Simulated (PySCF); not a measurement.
Compound: C2H7NSi2.
Bonds: N1–Si2, Si2–C3, C3–C4 (triple), C4–Si5. Hydrogens: H6, H7 on N1; H8, H9 on Si2; H10, H11, H12 on Si5.

The same species was optimised twice, with GFN2-xTB and with PBE0-D3(BJ)/def2-SVP (PySCF), and the same property calculations (PySCF, gas phase) were run on both structures.

| coordinate | GFN2-xTB | PBE0-D3(BJ)/def2-SVP | change |
| --- | --- | --- | --- |
| Si2–H9 (Å) | 1.464 | 1.490 | +0.026 |
| Si5–H11 (Å) | 1.466 | 1.492 | +0.026 |
| Si2–H8 (Å) | 1.464 | 1.490 | +0.026 |
| Si5–H10 (Å) | 1.466 | 1.492 | +0.026 |
| Si5–H12 (Å) | 1.467 | 1.492 | +0.025 |
| C4–Si5 (Å) | 1.848 | 1.833 | -0.015 |
| C3≡C4 (Å) | 1.212 | 1.226 | +0.014 |
| Si2–C3 (Å) | 1.861 | 1.851 | -0.010 |
| N1–H7 (Å) | 1.007 | 1.014 | +0.007 |
| N1–H6 (Å) | 1.007 | 1.014 | +0.007 |
| N1–Si2 (Å) | 1.725 | 1.725 | 0.000 |
| H8–Si2–H9 (°) | 115.1 | 111.3 | -3.8 |
| N1–Si2–H8 (°) | 105.5 | 108.3 | +2.8 |
| N1–Si2–H9 (°) | 105.5 | 108.3 | +2.8 |
| C3–Si2–H8 (°) | 108.2 | 106.9 | -1.3 |
| C3–Si2–H9 (°) | 108.1 | 106.9 | -1.2 |
| H11–Si5–H12 (°) | 110.5 | 109.3 | -1.2 |
| C4–Si5–H10 (°) | 108.5 | 109.7 | +1.2 |
| C4–Si5–H12 (°) | 108.5 | 109.6 | +1.1 |

Rotational constants: A = 12616, B = 930.2, C = 888.8 MHz (GFN2-xTB) against A = 12613, B = 929.0, C = 887.9 MHz (PBE0-D3(BJ)/def2-SVP).

On the GFN2-xTB structure: lowest singlet, TDDFT (eV) 5.59 [CAM-B3LYP/def2-SVPD]; isotropic polarisability (au) 86.3 [CAM-B3LYP/def2-SVPD]; HOMO (eV) -9.04 [CAM-B3LYP/def2-SVPD]; LUMO (eV) 0.40 [CAM-B3LYP/def2-SVPD]; dipole (D) 1.11 [CAM-B3LYP/def2-SVPD].

Q: What do these properties become on the PBE0-D3(BJ)/def2-SVP structure?

A: 
```csv
property,level,on GFN2-xTB,on PBE0-D3(BJ)/def2-SVP,change
"lowest singlet, TDDFT (eV)",CAM-B3LYP/def2-SVPD,5.59,5.43,-0.16
isotropic polarisability (au),CAM-B3LYP/def2-SVPD,86.3,88.3,+2.0
HOMO (eV),CAM-B3LYP/def2-SVPD,-9.04,-9.10,-0.06
LUMO (eV),CAM-B3LYP/def2-SVPD,0.40,0.30,-0.10
dipole (D),CAM-B3LYP/def2-SVPD,1.11,1.21,+0.10
"energy, GFN2-xTB geometry as zero (kcal/mol)",CAM-B3LYP/def2-SVPD,0.0,-0.9,-0.9
```

The heavy atoms differ by 0.010 Å rms after alignment. Among all bonds Si2–H8, Si2–H9, Si5–H10, Si5–H11 and Si5–H12 change most and about equally (+0.025 to +0.026 Å). Changes are differences of the printed values. Neither structure is proved a minimum here.

Shape of the structure used: `[NH2:1][SiH2:2][C:3]#[C:4][SiH3:5]`: H–N1–Si2–C3 70°, H–N1–Si2–C3 -70°.
